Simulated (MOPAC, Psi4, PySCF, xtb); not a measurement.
Two rigid molecules brought together: CHN ··· H4Si (SMILES C#N and [SiH4]). Monomers: optimised at B3LYP-D3(BJ) (def2-TZVP), held rigid. Orientation: lowest of the rigid-body minima from ten starts at GFN2-xTB. Only R, the distance of the centres of mass, is varied, so the lowest point isn't the relaxed dimer.

Levels: GFN1-xTB (xtb); AM1, restricted, heats of formation (MOPAC); RKS-BP86/6-31G* = restricted BP86/6-31G*, spherical d, no counterpoise correction (PySCF); wB97X-D/def2-TZVP, counterpoise-corrected (Psi4).

Interaction energies in kcal/mol; the last columns give the difference from wB97X-D:

| R / Å | GFN1-xTB | AM1 | RKS-BP86/6-31G* | wB97X-D/def2-TZVP | GFN1-xTB − wB97X-D/def2-TZVP | AM1 − wB97X-D/def2-TZVP | RKS-BP86/6-31G* − wB97X-D/def2-TZVP |
|---|---|---|---|---|---|---|---|
| 3.85 | 0.16 | 4.34 | 4.94 | 4.16 | -4.00 | 0.17 | 0.77 |
| 4.04 | -0.74 | 1.82 | 2.90 | 2.01 | -2.75 | -0.19 | 0.89 |
| 4.21 | -1.05 | 0.88 | 1.88 | 0.98 | -2.03 | -0.11 | 0.90 |
| 4.45 | -1.07 | 0.70 | 1.10 | 0.28 | -1.36 | 0.41 | 0.82 |
| 4.68 | -0.91 | 0.68 | 0.72 | 0.02 | -0.93 | 0.66 | 0.70 |
| 4.89 | -0.73 | 0.48 | 0.51 | -0.07 | -0.65 | 0.55 | 0.58 |
| 5.17 | -0.51 | 0.22 | 0.34 | -0.10 | -0.41 | 0.33 | 0.45 |
| 5.42 | -0.37 | 0.12 | 0.25 | -0.09 | -0.28 | 0.22 | 0.34 |
| 5.98 | -0.18 | 0.06 | 0.12 | -0.05 | -0.14 | 0.10 | 0.17 |
| 6.68 | -0.08 | 0.02 | 0.05 | -0.01 | -0.07 | 0.03 | 0.06 |
| 7.65 | -0.03 | 0.01 | 0.02 | 0.00 | -0.03 | 0.01 | 0.02 |
| 8.96 | -0.01 | 0.00 | 0.01 | 0.00 | -0.01 | 0.00 | 0.00 |

GFN1-xTB is furthest from wB97X-D/def2-TZVP at 3.85 (-4.00 kcal/mol, below); its mean absolute difference over the points is 1.05 kcal/mol.

AM1 is furthest from wB97X-D/def2-TZVP at 4.68 (0.66 kcal/mol, above); its mean absolute difference over the points is 0.23 kcal/mol.

RKS-BP86/6-31G* is furthest from wB97X-D/def2-TZVP at 4.21 (0.90 kcal/mol, above); its mean absolute difference over the points is 0.47 kcal/mol.
